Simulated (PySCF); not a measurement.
5,5-difluorooxolan-3-one (C4H4F2O2), SMILES O=C1COC(F)(F)C1. Atoms are numbered in the order given.

```xyz
12

O     -2.3900    -0.9294     0.6098
C     -1.3579    -0.4749     0.1950
C     -1.1796     0.8951    -0.4605
O      0.1906     0.9730    -0.8286
C      0.9188     0.0789    -0.0764
F      1.3030     0.6666     1.0963
F      2.0400    -0.2116    -0.7501
C      0.0239    -1.1115     0.2098
H     -1.8090     0.9982    -1.3586
H     -1.4576     1.6909     0.2558
H      0.2465    -1.6270     1.1530
H      0.0974    -1.8315    -0.6226
```

The structure is a stationary point at r2SCAN-D4/def2-SVP. One conformer was computed; it need not be the lowest.

Level of theory: SMD-PBE0/def2-SVP in PySCF.

Solvation free energies are E(SMD) − E(gas) at the gas-phase geometry, for 1 M in both phases. In vacuum the dipole moment is 0.99 D.

Computed solvation free energies in water, dimethylsulfoxide, toluene:
```tsv
solvent	ΔG(solv) (kcal/mol)	its non-electrostatic (CDS) part	dipole (D)
water	-5.7	4.5	1.13
dimethylsulfoxide	-8.1	-1.1	1.25
toluene	-5.3	-1.9	1.11
```
